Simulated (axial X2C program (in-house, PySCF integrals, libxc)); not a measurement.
**LiTi: from the spin-free to the two-component result**

Calculated with an in-house all-electron X2C program for linear molecules (integrals from PySCF). Spin-free means the one-electron spin-free X2C Hamiltonian; two-component (2c) means X2C with spin–orbit coupling and atomic mean-field two-electron Coulomb and Gaunt terms, so the difference of the two also holds small scalar two-electron terms. Basis: Ti dyall-cv3z [10s10p6d4f2g], Li dyall-cv3z [7s8p2d] (cores contracted in-house); Gaussian nuclei, density fitting, unrestricted open shells. Masses: Ti 47.948 u, Li 7.016 u.

Spin-free state: M_S = 3/2, Λ = 2 (beyond evenly filled blocks: π+α, π-α, δ+α); fragments Ti + Li.

| level | Re (Å) | ωe (cm⁻¹) | De (eV) | μ (D) |
| --- | --- | --- | --- | --- |
| PBE0 | 2.747 | 266.9 | 0.740 | 1.41 |
| CCSD | 2.655 | 281.6 | n/a | n/a |
| CCSD(T) | 2.571 | 309.4 | 0.027 | n/a |
| B97-3 | 2.690 | 296.3 | 0.605 | 1.99 |

Correlated methods: 13 electrons correlated (number of frozen shells: Ti 2 s, 1 p; Li 1 s), 255 virtual spin orbitals or spinors in MP2, 90 natural virtuals in coupled cluster.

Dipoles are positive if Li is the positive end.

Two-component determinant lowest at the distance of the search:

Ω = 1/2 (⟨Sz⟩ = -1.50, ⟨Lz⟩ = 2.00 at HF); fragments Ti + Li.

```csv
level,Re (Å),ωe (cm⁻¹),De (eV),μ (D)
PBE0,2.747,266.8,n/a,1.40
CCSD,2.655,282.7,n/a,n/a
CCSD(T),2.572,308.3,0.021,n/a
B97-3,2.690,296.1,n/a,1.98
```

**Question.** From the two tables, how do the constants change at the CCSD(T) level (2c against spin-free)?

**Answer.** At the CCSD(T) level Re increases by 0.001 Å and ωe decreases by 1.1 cm⁻¹; De changes by -0.006 eV.

One determinant describes the state; a PBE0 search over occupations chose it and may have missed a lower one. Dissociation energies refer to the lowest single-determinant-based atoms at the same level and basis. De is not given where an atomic determinant may have missed its ground term or J level, or where the truncated virtual space spoils (T). Density functionals use the spin component along the axis (collinear). Coupled cluster ran in a truncated set of natural virtual spinors; the MP2 energy of the rest was added. (T) has no such correction and the atoms are truncated less, which lowers De at CCSD(T) by a hundredth of an eV or more. Other states lie close and PBE0, whose exact exchange favours high spin, may order them wrongly; the determinant shown need not be the ground state. The nearest other spin-free determinant of the search, M_S = 3/2, Λ = 3, lies 0.07 eV up at the distance of the search. The functionals have no current-density term, which raises determinants with orbital currents, atoms included. The atomic limit has a lower orbital projection than the molecule and lies lower at mean-field level, so De may be about a tenth of an eV too small. With several unpaired electrons one determinant need not be a pure state. The determinant is spin-polarised beyond a pure state at some levels (its spin-free form has ⟨S²⟩ too high), which makes Re and μ there less reliable. The T1 diagnostic is large, a sign of multireference character.
